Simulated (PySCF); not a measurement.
Compound: C₆H₉N₃O.
Numbering: `[CH3:1][CH2:2][n:3]1[cH:4][c:5]([C:6]([CH3:7])=[O:8])[n:9][n:10]1`

Structure used (GFN2-xTB), in Å, numbered top down from 1:
```
atom  x, y, z in Å
C1    -3.167    0.276   -0.026
C2    -2.245   -0.326   -1.082
N3    -0.861   -0.106   -0.757
C4    -0.091   -0.751    0.136
C5     1.141   -0.117    0.053
C6     2.380   -0.400    0.790
C7     3.541    0.472    0.403
O8     2.435   -1.274    1.626
N9     1.023    0.865   -0.876
N10   -0.158    0.863   -1.344
H11   -2.986    1.344    0.066
H12   -3.001   -0.192    0.942
H13   -4.203    0.120   -0.314
H14   -2.419   -1.402   -1.173
H15   -2.417    0.152   -2.049
H16   -0.426   -1.571    0.735
H17    4.389    0.283    1.055
H18    3.244    1.516    0.449
H19    3.812    0.256   -0.628
```

Definitions: NICS(0) = −σiso at the ring centroid; NICS(1) = −σiso and NICS(1)zz = −σzz at ±1 Å along the ring normal z. Level: GIAO PBE0/pcSseg-1 (PySCF, non-relativistic, gas phase) on the GFN2-xTB geometry, one conformer.

Ring bond lengths (Å), with Mayer bond orders in brackets: N3–C4 1.344 (1.19), C4–C5 1.388 (1.37), C5–N9 1.357 (1.31), N9–N10 1.271 (1.51), N10–N3 1.334 (1.15).

Question: What do the NICS probes read (ppm)?

Answer: 
| ring | type | NICS(0) | NICS(1), two faces | NICS(1)zz, two faces | rms pucker (Å) | centre to ring atoms, mean (Å) |
| --- | --- | --- | --- | --- | --- | --- |
| N3–C4–C5–N9–N10 | 5-membered ring with 3 N; formal bonds all aromatic | -12.2 | -12.6 / -12.8 | -30.5 / -31.4 | 0.00 | 1.14 |

Question: What do they say, and how far can they be read as aromaticity?

Answer: 
- N3–C4–C5–N9–N10: mean NICS(1)zz -31.0 ppm, shielded, aromatic by this magnetic criterion (flat ring, no four-coordinate atom).

Question: And the bond-length index? HOMA = 1 − mean of α(R − Ropt)² over the ring bonds, with Krygowski's 1993 parameters (CC: Ropt 1.388 Å, α 257.7 Å⁻²; CN: Ropt 1.334 Å, α 93.52 Å⁻²; NN: Ropt 1.309 Å, α 130.33 Å⁻²).

Answer: 
- N3–C4–C5–N9–N10: HOMA 0.93; the largest term is that of N9–N10, α(R − Ropt)² = 0.19. The geometric and the magnetic index point the same way.

Question: What is the mean of the two in-plane components of NICS at the second NICS(1) probe listed for ring N3–C4–C5–N9–N10, 1 Å off the ring?

Answer: The isotropic value is a third of the trace: (3 × -12.8 − (-31.4))/2 = -3.5 ppm.

Question: How shielded are the nuclei of the rings and their hydrogens (means over atoms taken as equivalent)?

Answer: 
```tsv
atoms	environment	σ isotropic (ppm)	principal values of the symmetric part, first atom (ppm)
N3	pyrrole-type nitrogen	-10.7	-159.8, 15.0, 112.5
C4	aromatic CH next to a ring nitrogen	55.7	-20.4, 38.8, 148.5
C5	substituted aromatic carbon	32.4	-22.5, 21.7, 98.1
N9	pyridine-type nitrogen	-123.3	-385.7, -162.1, 178.0
N10	pyridine-type nitrogen	-135.3	-376.6, -120.7, 91.4
H16	aromatic hydrogen	23.62	20.9, 22.3, 27.7
```

Time: 40 s wall; peak memory 0.94 GiB. Hardware: one thread of an AMD EPYC 7R43 (shared host). This is the whole shielding run at PBE0/pcSseg-1, SCF included.
